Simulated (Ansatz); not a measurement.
Q: Predict a relaxed structure of the cluster Si₃O₄⁻ (the lowest doublet isomer of a short search), charge -1, doublet, at r2SCAN-D4/def2-SVPD (Ansatz).

A: 
```xyz
7

Si    0.7364   -0.1352    1.0130
Si   -1.6766    1.2790   -0.3603
Si    0.0317   -0.9763   -1.9033
O    -1.1368    0.2091   -1.5642
O    -0.5119    0.9077    0.9253
O     1.6386   -0.3025    2.2563
O     0.9185   -0.9818   -0.3668
```
Point group C2v (tolerance 0.1 Å). This is one stationary point.

The highest occupied level of the charge -1 doublet lies above zero (up to 0.63 eV). The electron is either unbound and held by the finite basis, or the level is raised by self-interaction error. The structure comes from a short search, and lower isomers may exist.
